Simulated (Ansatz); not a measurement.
CH2O2, charge +1, doublet, at a GFN2-xTB geometry (a state made from the parent by changing its charge; the spin is typed, not shown lowest); MP2/STO-3G (Ansatz, a first-principles code).

Input for Ansatz:
Ansatz 0.2 input:
```yaml
crystal:
  periodic: [false, false, false]
  atoms:
    - {symbol: O, position_ang: [0.83970895, -0.72395374, -0.05717738]}
    - {symbol: C, position_ang: [-0.24805229, -0.11529710, 0.00227108]}
    - {symbol: O, position_ang: [-0.72831307, 0.95930046, 0.06431060]}
    - {symbol: H, position_ang: [1.70034825, -0.23589880, -0.06114765]}
    - {symbol: H, position_ang: [-1.10320156, -0.95509234, -0.00954464]}
basis:
  gaussian:
    orbitals: STO-3G
total_charge: 1
magnetization: {spin_polarized: true, initial_magnetization: 1}
correlation: {method: mp2}
```

It wrote (shortened):

```
Functional definition: HF
241 factors; integrals over basis functions are off by at most 2.5e-5 eV
mean field evaluation 1: about -5054.4598 eV, gradient 2.4e1 eV
mean field evaluation 2: about -5054.5496 eV, gradient 2.4e1 eV
mean field evaluation 4: about -5058.7287 eV, gradient 3.6e0 eV
mean field evaluation 8: about -5059.1112 eV, gradient 2.3e-1 eV
mean field evaluation 16: about -5054.1250 eV, gradient 1.9e1 eV
mean field evaluation 32: about -5057.5712 eV, gradient 2.3e-3 eV
mean field -5059.10923499 eV, -185.9188351984 hartree, gradient 2.9e-6 eV, S^2 0.774260; 4 other end points of the search recorded, 0 dependent functions left out
3 core orbitals not correlated
reference -5059.10923499 eV, -185.9188351984 hartree; 9, 8 occupied and 5, 6 virtual orbitals, 241 factors
second order -3.65428497 eV of doubles, -0.00000000 eV of singles
Total energy: -5062.76351996 eV, -186.0531276942 hartree
```
